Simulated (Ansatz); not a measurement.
Ansatz (a quantum-chemistry and plane-wave program) input (r2SCAN0/def2-TZVPD):

Ansatz 0.2 input:
```yaml
crystal:
  periodic: [false, false, false]
  atoms:
    - {symbol: O, position_ang: [-0.77828309, -1.95620229, 0.16572503]}
    - {symbol: Si, position_ang: [-0.03136614, -0.60674686, -0.37569886]}
    - {symbol: O, position_ang: [0.63701877, -0.77641631, -1.85776790]}
    - {symbol: O, position_ang: [-1.17496317, 0.53912529, -0.41194615]}
    - {symbol: Si, position_ang: [-2.48466473, 1.10252980, 0.40540225]}
    - {symbol: O, position_ang: [1.19162015, -0.21691239, 0.61146102]}
    - {symbol: Si, position_ang: [2.57604848, 0.66519840, 0.68917857]}
    - {symbol: H, position_ang: [-0.23663929, -2.71833423, 0.38346757]}
    - {symbol: H, position_ang: [0.05067144, -0.87902984, -2.61096256]}
    - {symbol: H, position_ang: [-3.68206200, 0.30910361, 0.05105782]}
    - {symbol: H, position_ang: [-2.25474976, 1.02514647, 1.86583755]}
    - {symbol: H, position_ang: [-2.69125986, 2.51186401, 0.00916016]}
    - {symbol: H, position_ang: [3.69327862, -0.09212916, 0.08329319]}
    - {symbol: H, position_ang: [2.86867094, 0.91997784, 2.11584313]}
    - {symbol: H, position_ang: [2.40870204, 1.95290805, -0.02182027]}
basis:
  gaussian:
    orbitals: def2-TZVPD
hamiltonian:
  xc: {name: r2SCAN0}
output: {forces: true}
```

End of the output:

```
integrals: 0.60 GiB planned
2032 factors; their error is unknown
0.58 GiB of the device are held for the grids
2.71 GiB of device memory are held for the factors and their scratch space
mean field: 3.23 GiB planned
mean field evaluation 1: about -31943.6407 eV, gradient 9.2e1 eV
mean field evaluation 2: about -31931.4324 eV, gradient 1.2e2 eV
mean field evaluation 4: about -31956.3451 eV, gradient 5.2e0 eV
mean field evaluation 8: about -31956.3836 eV, gradient 3.0e-2 eV
mean field evaluation 16: about -31956.4205 eV, gradient 5.0e-5 eV
mean field -31956.42051846 eV, -1174.3767932135 hartree, gradient 5.0e-5 eV, S^2 0.000000; 0 other end points of the search recorded, 0 dependent functions left out
the calculation of the forces begins
reference -31956.42053688 eV, -1174.3767938906 hartree; 41, 41 occupied and 320, 320 virtual orbitals, 2032 factors
Total energy: -31956.42053688 eV, -1174.3767938906 hartree
Atom 0 at    -0.778283    -1.956202     0.165725 Å, force     0.380585     0.104881    -0.073518 eV/Å
Atom 1 at    -0.031366    -0.606747    -0.375699 Å, force     0.000151     0.002928     0.001813 eV/Å
Atom 2 at     0.637019    -0.776416    -1.857768 Å, force    -0.374690     0.009157     0.144130 eV/Å
Atom 3 at    -1.174963     0.539125    -0.411946 Å, force     0.011864    -0.174631     0.168587 eV/Å
Atom 4 at    -2.484665     1.102530     0.405402 Å, force     0.253406    -0.114316    -0.162735 eV/Å
Atom 5 at     1.191620    -0.216912     0.611461 Å, force    -0.017057     0.074163    -0.230796 eV/Å
Atom 6 at     2.576048     0.665198     0.689179 Å, force    -0.268472    -0.177127    -0.017727 eV/Å
Atom 7 at    -0.236639    -2.718334     0.383468 Å, force    -0.180097     0.285120    -0.084788 eV/Å
Atom 8 at     0.050671    -0.879030    -2.610963 Å, force     0.196754     0.037095     0.284304 eV/Å
Atom 9 at    -3.682062     0.309104     0.051058 Å, force     0.038353     0.022078     0.009990 eV/Å
Atom 10 at    -2.254750     1.025146     1.865838 Å, force    -0.004887     0.000837    -0.040567 eV/Å
Atom 11 at    -2.691260     2.511864     0.009160 Å, force     0.005221    -0.047820     0.014661 eV/Å
Atom 12 at     3.693279    -0.092129     0.083293 Å, force    -0.036097     0.021565     0.017034 eV/Å
Atom 13 at     2.868671     0.919978     2.115843 Å, force    -0.008091    -0.007692    -0.049034 eV/Å
Atom 14 at     2.408702     1.952908    -0.021820 Å, force     0.003057    -0.036238     0.018646 eV/Å
Dipole moment:    -0.008511    -0.164639    -0.101945 e Å
```
